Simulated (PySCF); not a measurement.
C4H12GeO4, SMILES [O]([Ge]([O]C)([O]C)[O]C)C. Atoms are numbered in the order given.

```xyz
21

C     -1.9298    -1.1102    -1.6502
O     -1.5062     0.0525    -0.9462
Ge     0.0000     0.0000     0.0000
O      0.0525     1.5062     0.9462
C     -1.1102     1.9298     1.6502
O     -0.0525    -1.5062     0.9462
C      1.1102    -1.9298     1.6502
O      1.5062    -0.0525    -0.9462
C      1.9298     1.1102    -1.6502
H     -2.9544    -0.9199    -2.0310
H     -1.9577    -2.0109    -0.9985
H     -1.2735    -1.3328    -2.5223
H     -1.3328     1.2735     2.5223
H     -2.0109     1.9577     0.9985
H     -0.9199     2.9544     2.0310
H      2.0109    -1.9577     0.9985
H      1.3328    -1.2735     2.5223
H      0.9199    -2.9544     2.0310
H      1.2735     1.3328    -2.5223
H      1.9577     2.0109    -0.9985
H      2.9544     0.9199    -2.0310
```
Charge 0, spin multiplicity 1.

Coordinates come from a PBE-D3(BJ)/def2-SVP optimisation. The isomer is the one that the SMILES or the coordinates give; other isomers of the formula were not compared. One conformer was computed; it need not be the lowest.

These are ωB97X/def2-SVP in PySCF values and carry that method's errors.

Atomic charges (e):

```json
[
 {"atom": "C1", "meta-Löwdin": "-0.06", "Mulliken": "0.14"},
 {"atom": "O2", "meta-Löwdin": "-0.58", "Mulliken": "-0.54"},
 {"atom": "Ge3", "meta-Löwdin": "1.44", "Mulliken": "1.11"},
 {"atom": "O4", "meta-Löwdin": "-0.58", "Mulliken": "-0.54"},
 {"atom": "C5", "meta-Löwdin": "-0.06", "Mulliken": "0.14"},
 {"atom": "O6", "meta-Löwdin": "-0.58", "Mulliken": "-0.54"},
 {"atom": "C7", "meta-Löwdin": "-0.06", "Mulliken": "0.14"},
 {"atom": "O8", "meta-Löwdin": "-0.58", "Mulliken": "-0.54"},
 {"atom": "C9", "meta-Löwdin": "-0.06", "Mulliken": "0.14"},
 {"atom": "H10", "meta-Löwdin": "0.10", "Mulliken": "0.04"},
 {"atom": "H11", "meta-Löwdin": "0.09", "Mulliken": "0.04"},
 {"atom": "H12", "meta-Löwdin": "0.09", "Mulliken": "0.03"},
 {"atom": "H13", "meta-Löwdin": "0.09", "Mulliken": "0.03"},
 {"atom": "H14", "meta-Löwdin": "0.09", "Mulliken": "0.04"},
 {"atom": "H15", "meta-Löwdin": "0.10", "Mulliken": "0.04"},
 {"atom": "H16", "meta-Löwdin": "0.09", "Mulliken": "0.04"},
 {"atom": "H17", "meta-Löwdin": "0.09", "Mulliken": "0.03"},
 {"atom": "H18", "meta-Löwdin": "0.10", "Mulliken": "0.04"},
 {"atom": "H19", "meta-Löwdin": "0.09", "Mulliken": "0.03"},
 {"atom": "H20", "meta-Löwdin": "0.09", "Mulliken": "0.04"},
 {"atom": "H21", "meta-Löwdin": "0.10", "Mulliken": "0.04"}
]
```
